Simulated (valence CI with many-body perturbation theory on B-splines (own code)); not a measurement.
## Ru VI: electric-dipole lines

Calculated by relativistic CI+MBPT: three valence electrons over a frozen Dirac-Fock core [Kr], a basis of 7 s, 7 p, 8 d, 6 f, 4 g, 1 h functions for each j, with the one-electron correlation potential Σ1, the two-electron term Σ2, the three-electron term Σ3, Breit, model QED; selected CI, second order for the rest (own B-spline code, finite nucleus).

No measured levels were compared; by estimate terms of the open shell hold to 2 to 4 % of their energy, and close levels can change places; different configurations can be misplaced against each other by 1,000 to 8,000 cm⁻¹. The list stops below the first excitations out of the core.

Lines 1 to 50 of 562 in falling wavelength, among levels below 33.979 eV, chosen from the strongest by gf and those to the six lowest levels. Wavelengths and rates use the calculated energies, so an error of 2000 cm⁻¹ moves a line at 281.0 nm by 5.6 % and its rate by three times that or more. Electric multipoles are in the length gauge, E1 and E2 with the static RPA response of the core. Weak lines are less certain than strong ones. Lines between different terms over intervals too small for the method are left out, as are lines whose strength nearly cancels. Where a level lies close to another of its J and parity, the split of strength between their lines is uncertain.

Names give the largest LS component (configuration and term), which can be under half, so a name can repeat, a term be missing and a line seem to break the LS rules; names also repeat where a configuration has a term twice. Letters in brackets count levels of one name in rising energy.

```tsv
λ vac (nm)	Upper	Lower	A (s⁻¹)	log gf	Branch %
281.0	4d²5p ²P°_3/2 [a]	4d²5s ²S_1/2	2.61e+06	-1.91	0.0
255.4	4d²5p ²P°_1/2 [a]	4d²5s ²S_1/2	8.92e+06	-1.76	0.1
242.5	4d²5p ²D°_3/2 [b]	4d²5s ²S_1/2	2.69e+06	-2.02	0.0
209.8	4d²5p ⁴F°_5/2	4d²5s ²P_3/2	7.37e+06	-1.53	0.1
209.3	4d²5p ⁴F°_3/2	4d²5s ²P_1/2	9.16e+06	-1.62	0.1
198.6	4d²5p ²F°_5/2 [a]	4d²5s ²P_3/2	5.37e+06	-1.72	0.1
196.8	4d²5p ⁴G°_5/2	4d²5s ²D_3/2	3.42e+06	-1.92	0.2
192.0	4d²5p ⁴G°_9/2	4d²5s ²G_9/2	2.34e+06	-1.89	0.1
187.6	4d²5p ²D°_3/2 [a]	4d²5s ²P_1/2	3.11e+07	-1.18	0.4
187.1	4d²5p ⁴F°_3/2	4d²5s ²D_3/2	4.99e+06	-1.98	0.1
183.2	4d²5p ²S°_1/2	4d²5s ²P_3/2	2.07e+08	-0.68	2.9
182.4	4d²5p ²F°_7/2 [a]	4d²5s ²G_9/2	3.23e+06	-1.89	0.0
180.3	4d²5p ⁴D°_3/2 [a]	4d²5s ²P_1/2	5.50e+07	-0.97	0.5
180.2	4d²5p ²D°_5/2 [a]	4d²5s ²P_3/2	1.18e+08	-0.46	1.7
180.2	4d²5p ⁴F°_9/2	4d²5s ²G_9/2	8.25e+06	-1.40	0.1
179.7	4d²5p ⁴F°_5/2	4d²5s ²D_3/2	1.05e+07	-1.52	0.1
176.9	4d²5p ⁴F°_7/2	4d²5s ²D_5/2	3.58e+06	-1.87	0.0
175.9	4d²5p ²S°_1/2	4d²5s ²P_1/2	2.03e+08	-0.73	2.9
173.8	4d²5p ²D°_5/2 [a]	4d²5s ²G_7/2	5.48e+06	-1.83	0.1
171.4	4d²5p ²F°_5/2 [a]	4d²5s ²D_3/2	3.60e+07	-1.02	0.6
171.3	4d²5p ²G°_7/2 [a]	4d²5s ²G_7/2	3.15e+07	-0.95	0.4
171.2	4d²5p ²F°_7/2 [a]	4d²5s ²D_5/2	2.70e+07	-1.02	0.3
170.5	4d²5p ²G°_7/2 [b]	4d²5s ²G_7/2	4.49e+07	-0.81	0.5
170.3	4d²5p ⁴G°_7/2	4d²5s ²F_7/2	1.48e+07	-1.29	0.6
170.1	4d²5p ²G°_7/2 [b]	4d²5s ²G_9/2	1.09e+07	-1.42	0.1
169.5	4d²5p ²D°_3/2 [a]	4d²5s ²D_3/2	1.91e+07	-1.48	0.2
169.3	4d²5p ⁴G°_5/2	4d²5s ²F_5/2	6.38e+07	-0.78	3.0
166.3	4d²5p ⁴F°_5/2	4d²5s ²F_7/2	3.51e+07	-1.06	0.4
162.3	4d²5p ²G°_9/2 [a]	4d²5s ²G_9/2	1.44e+08	-0.25	1.7
162.1	4d²5p ⁴D°_1/2 [a]	4d²5s ⁴P_3/2	2.68e+07	-1.68	0.2
162.1	4d²5p ⁴F°_3/2	4d²5s ²F_5/2	8.47e+07	-0.87	1.0
161.8	4d²5p ⁴D°_5/2 [a]	4d²5s ²D_3/2	7.55e+06	-1.75	0.1
161.4	4d²5p ²D°_3/2 [a]	4d²5s ⁴P_1/2	1.31e+07	-1.69	0.2
161.0	4d²5p ²F°_5/2 [b]	4d²5s ²P_3/2	3.36e+07	-1.11	0.3
160.4	4d²5p ⁴G°_9/2	4d²5s ²F_7/2	6.15e+07	-0.62	1.9
160.3	4d²5p ⁴D°_1/2 [a]	4d²5s ⁴P_1/2	1.44e+08	-0.95	1.2
160.0	4d²5p ⁴G°_7/2	4d²5s ²F_5/2	5.04e+07	-0.81	2.0
159.9	4d²5p ²S°_1/2	4d²5s ²D_3/2	1.22e+08	-1.03	1.7
159.2	4d²5p ²F°_5/2 [a]	4d²5s ²F_7/2	1.50e+07	-1.46	0.3
158.3	4d²5p ⁴F°_7/2	4d²5s ²F_7/2	6.28e+07	-0.72	0.7
157.8	4d²5p ⁴D°_3/2 [a]	4d²5s ⁴P_3/2	1.00e+08	-0.82	1.0
157.5	4d²5p ⁴D°_3/2 [a]	4d²5s ⁴P_5/2	6.04e+07	-1.05	0.6
156.5	4d²5p ⁴F°_5/2	4d²5s ²F_5/2	1.21e+08	-0.58	1.5
156.2	4d²5p ⁴D°_5/2 [a]	4d²5s ⁴P_3/2	9.86e+07	-0.66	1.0
156.0	4d²5p ⁴D°_3/2 [a]	4d²5s ⁴P_1/2	4.91e+07	-1.14	0.5
155.9	4d²5p ⁴D°_5/2 [a]	4d²5s ⁴P_5/2	3.68e+07	-1.09	0.4
155.8	4d²5p ²F°_5/2 [b]	4d²5s ²G_7/2	1.77e+07	-1.41	0.2
154.4	4d²5p ²S°_1/2	4d²5s ⁴P_3/2	2.32e+07	-1.78	0.3
153.8	4d²5p ⁴D°_5/2 [b]	4d²5s ²P_3/2	4.74e+06	-2.00	0.1
153.8	4d²5p ²P°_1/2 [a]	4d²5s ²P_3/2	3.30e+07	-1.63	0.3
```
